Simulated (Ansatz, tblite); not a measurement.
Cost and result up the ladder for the cluster Sn₂H₂⁻ (the lowest doublet isomer of a short search) (4 atoms). Charge -1, multiplicity 2. Geometry: PBE-D4/def2-TZVPD.

```xyz
4

Sn   -0.402   -1.360   -0.011
Sn    0.709    1.228   -0.012
H     0.366    1.589   -1.757
H    -0.673   -1.457    1.780
```

Ansatz on 4 threads of Arm Neoverse V2 on a shared host; xTB runs through tblite on one thread. Times are rough, summed over both states, and most runs start from the orbitals of an earlier one. ωB97M-V/def2-TZVPD serves as the yardstick here, not as an exact answer. The other state is a quartet at its own geometry.

In the def2 sets Sn takes a core potential; there is no spin–orbit coupling. The xTB rows come from tblite. B3LYP takes the VWN-RPA correlation. HSE06 is defined as in plane-wave codes, on full-range PBE exchange. Correlated methods freeze 8 core orbitals; core or outer-core shells of Sn are correlated, in sets that lack core-valence functions. The structure comes from a short search, and lower isomers may exist.

Run but left out: HF/STO-3G, HF/def2-TZVPD, HF/def2-TZVPPD, MP2/def2-TZVPD, MP2/def2-TZVPPD, CCSD/def2-TZVPPD, CCSD(T)/def2-TZVPPD (doublet: ⟨S²⟩ 1.55 to 1.62, where a pure state has 0.75).

Correlated methods converge slowly with the basis.

xTB has no spin-polarisation term.

```tsv
level	functions	wall time	quartet − doublet (eV)	difference from ωB97M-V/def2-TZVPD (eV)	remarks
GFN2-xTB	20	0.002 s	1.91	1.30	–
GFN1-xTB	22	0.004 s	2.03	1.41	–
PBE-D4/def2-TZVPD (with forces)	130	3.8 s	0.72	0.11	HOMO above zero (doublet), HOMO above zero (quartet)
HSE06-D4/def2-TZVPD	130	4.7 s	0.61	0.00	HOMO above zero (quartet)
B3LYP-D4/def2-TZVPD	130	5.1 s	0.74	0.13	HOMO above zero (quartet)
PBE0-D4/def2-TZVPD	130	5.3 s	0.62	0.00	–
RPA@PBE/def2-TZVPD	130	6.9 s	0.71	0.10	–
BHLYP-D4/def2-TZVPD	130	7.2 s	0.63	0.01	–
CAM-B3LYP-D4/def2-TZVPD	130	8 s	0.65	0.04	–
r2SCAN-D4/def2-TZVPD	130	8.2 s	0.56	-0.05	HOMO above zero (doublet), HOMO above zero (quartet)
ωB97M-V/def2-TZVPD	130	27 s	0.61	0.00	–
```
